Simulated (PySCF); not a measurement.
**Frontier levels across methods**

Species: C₂H₈BNO₂.
Z-matrix (Å and degrees, PBE0-D3(BJ)/def2-SVP geometry), rows numbered from 1:
```
C 
C   1  1.5288
N   2  1.4648  1  109.41
B   2  1.5913  1  111.83  3   128.84
O   4  1.3597  2  118.66  1  -129.26
O   4  1.3676  2  123.79  1    50.77
H   1  1.1003  2  110.34  3    53.14
H   1  1.1025  2  112.48  3   173.93
H   1  1.1030  2  111.04  3   -65.96
H   2  1.1092  1  106.69  3  -114.98
H   3  1.0205  2  108.60  1    71.66
H   3  1.0190  2  108.98  1  -175.70
H   5  0.9644  4  111.46  2  -179.76
H   6  0.9611  4  113.00  2    -0.80
```

Basis pcSseg-1 throughout (PySCF), one geometry. The structure is a single PBE0-D3(BJ)/def2-SVP conformer in the gas phase; no vibrational or solvent corrections.

Question: How do the orbital energies, the gap and the dipole change with the method?

Answer: 
```json
{"method": "BLYP", "kind": "GGA", "HOMO (eV)": "-4.77", "LUMO (eV)": "-0.11", "gap (eV)": "4.66", "μ (D)": "1.80", "SCF cycles": "15"}
{"method": "OPBE", "kind": "GGA", "HOMO (eV)": "-4.87", "LUMO (eV)": "0.19", "gap (eV)": "5.05", "μ (D)": "1.79", "SCF cycles": "14"}
{"method": "PBE", "kind": "GGA", "HOMO (eV)": "-4.89", "LUMO (eV)": "-0.09", "gap (eV)": "4.79", "μ (D)": "1.80", "SCF cycles": "15"}
{"method": "B97-D", "kind": "GGA", "HOMO (eV)": "-4.92", "LUMO (eV)": "0.04", "gap (eV)": "4.96", "μ (D)": "1.78", "SCF cycles": "15"}
{"method": "LDA", "kind": "LDA", "HOMO (eV)": "-4.99", "LUMO (eV)": "-0.30", "gap (eV)": "4.69", "μ (D)": "1.85", "SCF cycles": "14"}
{"method": "BP86", "kind": "GGA", "HOMO (eV)": "-5.01", "LUMO (eV)": "-0.03", "gap (eV)": "4.97", "μ (D)": "1.80", "SCF cycles": "15"}
{"method": "KT3", "kind": "GGA", "HOMO (eV)": "-5.08", "LUMO (eV)": "-0.22", "gap (eV)": "4.86", "μ (D)": "1.70", "SCF cycles": "15"}
{"method": "KT2", "kind": "GGA", "HOMO (eV)": "-5.08", "LUMO (eV)": "-0.19", "gap (eV)": "4.89", "μ (D)": "1.70", "SCF cycles": "15"}
{"method": "B97-2", "kind": "global hybrid", "HOMO (eV)": "-6.16", "LUMO (eV)": "0.81", "gap (eV)": "6.97", "μ (D)": "1.80", "SCF cycles": "12"}
{"method": "B3LYP", "kind": "global hybrid", "HOMO (eV)": "-6.17", "LUMO (eV)": "0.44", "gap (eV)": "6.61", "μ (D)": "1.82", "SCF cycles": "13"}
{"method": "PBE0", "kind": "global hybrid", "HOMO (eV)": "-6.43", "LUMO (eV)": "0.80", "gap (eV)": "7.23", "μ (D)": "1.82", "SCF cycles": "12"}
{"method": "mPW1PW91", "kind": "global hybrid", "HOMO (eV)": "-6.47", "LUMO (eV)": "0.79", "gap (eV)": "7.26", "μ (D)": "1.83", "SCF cycles": "12"}
{"method": "CAM-B3LYP", "kind": "range-separated hybrid", "HOMO (eV)": "-7.87", "LUMO (eV)": "1.63", "gap (eV)": "9.50", "μ (D)": "1.86", "SCF cycles": "13"}
{"method": "BHandHLYP", "kind": "global hybrid", "HOMO (eV)": "-7.88", "LUMO (eV)": "1.50", "gap (eV)": "9.38", "μ (D)": "1.84", "SCF cycles": "12"}
{"method": "wB97X-D", "kind": "range-separated hybrid", "HOMO (eV)": "-8.37", "LUMO (eV)": "2.63", "gap (eV)": "11.00", "μ (D)": "1.85", "SCF cycles": "14"}
{"method": "LC-wPBE", "kind": "range-separated hybrid", "HOMO (eV)": "-9.27", "LUMO (eV)": "3.04", "gap (eV)": "12.31", "μ (D)": "1.90", "SCF cycles": "13"}
{"method": "HF", "kind": "Hartree–Fock", "HOMO (eV)": "-10.18", "LUMO (eV)": "3.79", "gap (eV)": "13.97", "μ (D)": "1.88", "SCF cycles": "10"}
```

The HOMO spans 5.41 eV, from BLYP down to HF, and the gap runs from 4.66 eV (BLYP) to 13.97 eV (HF). Over the methods BLYP (0 %), OPBE (0 %), PBE (0 %), B97-D (0 %), LDA (0 %), BP86 (0 %), KT3 (0 %), KT2 (0 %), B97-2 (21 %), B3LYP (20 %), PBE0 (25 %), mPW1PW91 (25 %), BHandHLYP (50 %), HF (100 %), a straight line through the gap against the share of exact exchange rises by 0.91 eV for each 10 % (correlation coefficient 0.999). The dipole ranges from 1.70 D (KT2) to 1.90 D (LC-wPBE). This basis has no diffuse functions.
